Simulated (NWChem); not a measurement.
Molecule: CH₄FNO₂Si; SMILES [Si]1(N)(OCO1)F

```xyz
10

N     -1.2323     1.5085     0.0000
Si     0.0003     0.3577     0.0000
F      1.3589     1.2043     0.0000
O     -0.0289    -0.9005     1.1085
C      0.0093    -1.8177     0.0000
O     -0.0289    -0.9005    -1.1085
H     -1.0528     2.5026     0.0000
H     -2.2146     1.2731     0.0000
H      0.9378    -2.3983     0.0000
H     -0.8705    -2.4697     0.0000
```
Atoms are numbered in this order, from 1.

Geometry: optimised at B3LYP/6-31G* (spherical d). B3LYP is NWChem's, with the RPA form of VWN correlation.

Symmetry labels are those of Cs in the frame above (b1 and b2, or b-type labels, depend on it).

List the 4 lowest vertical singlet excitations from B3LYP/def2-SVP, TDA (NWChem).


```
state  energy (eV)  oscillator strength  symmetry  leading excitation (squared amplitude)
-----  -----------  -------------------  --------  --------------------------------------
S1            7.53                0.032        a"                      HOMO → LUMO (0.98)
S2            7.99                0.013        a'                    HOMO−1 → LUMO (0.97)
S3            8.47                0.002        a"                    HOMO−2 → LUMO (0.79)
S4            8.61                0.007        a"                    HOMO−3 → LUMO (0.85)
```
